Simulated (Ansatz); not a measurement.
System: C4H9O, charge 0, multiplicity 2. It need not be the lowest isomer of its formula. SMILES: [CH2]OC(C)C
Geometry from a B3LYP-D3(BJ)/def2-TZVP (Ansatz, a first-principles code) optimisation:
```xyz
14

C     -0.0533     1.5629     0.2198
C     -0.4098     0.0848     0.2593
C     -1.7178    -0.2287    -0.4400
O      0.6073    -0.6907    -0.3997
C      1.7538    -0.8813     0.2902
H      0.9124     1.7403     0.6935
H     -0.8098     2.1496     0.7440
H      0.0008     1.9095    -0.8139
H     -0.4591    -0.2531     1.3023
H     -1.6641     0.0657    -1.4896
H     -1.9352    -1.2957    -0.3915
H     -2.5378     0.3162     0.0299
H      2.4804    -1.4899    -0.2260
H      1.7165    -0.8427     1.3739
```
Charge 0, spin multiplicity 2.

Atomisation energy built up term by term with Ansatz (kcal/mol; UHF references for open shells; valence terms freeze the core; atomic spin-orbit terms are left out). CBS marks a two-point X^-3 extrapolation of the correlation energy; Hartree-Fock from the larger set.

```csv
term,basis,kcal/mol
Hartree-Fock,cc-pVQZ,959.67
CCSD correlation,"CBS(cc-pVTZ,cc-pVQZ)",310.07
(T),"CBS(cc-pVTZ,cc-pVQZ)",18.34
core correlation,cc-pwCVTZ,4.73
scalar relativity (X2C),cc-pVTZ-DK against cc-pVTZ,-1.00
sum: De,,1291.8
```

(T) makes 1.4 % of the CCSD(T) atomisation energy; under 5 % is typical of single-reference molecules.
